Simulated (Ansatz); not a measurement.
Geometry optimisation, RHF/def2-SVP in Ansatz 0.2.0.

Input:

```yaml
crystal:
  periodic: [false, false, false]
  atoms:
    - { symbol: W, position_ang: [0.0, 0.0, 0.0] }
    - { symbol: Cl, position_ang: [1.1194, 0.0, 2.3356] }
    - { symbol: H, position_ang: [1.8219, 0.0, 0.6057] }
    - { symbol: O, position_ang: [0.0, 1.94, 0.0] }
    - { symbol: H, position_ang: [-0.6343, 2.2771, -0.71] }
    - { symbol: H, position_ang: [-1.72, 0.0, 0.0] }
    - { symbol: F, position_ang: [0.0, -1.85, 0.0] }
    - { symbol: H, position_ang: [0.0, 0.0, -1.72] }
basis:
  gaussian: { orbitals: def2-SVP }
hamiltonian:
  xc: hf
relax:
  f_tol: 0.15
  max_steps: 25
  restrain:
    - { distance: [1, 2], at: 2.57, k: 30.0 }
    - { distance: [0, 1], at: 2.39, k: 30.0 }
    - { distance: [0, 2], at: 1.72, k: 30.0 }
```

Run as:

```bash
$ ansatz run input.yaml --threads 1 --pin off --max-ram 2048MiB --backend cpu --events-out ev --progress --plain --runs-dir out
```

**Question.** Where does it end, and by what steps?

**Answer.** The forces met the threshold. The restraints hold the end off the free minimum. After 12 steps the energy has fallen by 4.818 eV (the restraints' own energy left out); H6 moved furthest, 1.09 Å.

```
step  energy less start (eV)  largest force component (eV/Å)  accepted
   0                  0.0000                           3.899       yes
   1                 -1.0209                           4.634       yes
   2                 -2.1890                           2.345       yes
   3                 -3.3464                           1.726       yes
   4                 -4.0777                           1.151       yes
   5                 -4.4535                           0.943       yes
   6                 -4.6329                           1.066       yes
   7                 -4.7137                           1.167       yes
   8                 -4.7558                           0.882       yes
   9                 -4.7793                           0.973       yes
  10                 -4.7808                           0.865       yes
  11                 -4.7452                           1.384        no
  12                 -4.8179                           0.947       yes
```

```xyz
8
Properties=species:S:1:pos:R:3
W 0.045 0.024 0.188
Cl 1.133 0.152 2.311
H 1.682 -0.060 -0.213
O -0.271 1.799 0.034
H -0.693 2.641 -0.015
H -1.205 -0.192 -0.937
F -0.380 -1.726 0.578
H 0.277 -0.269 -1.435
```

The run took 32 s on 1 thread of Arm Neoverse V2, with other jobs on the host, peak memory 0.21 GiB.
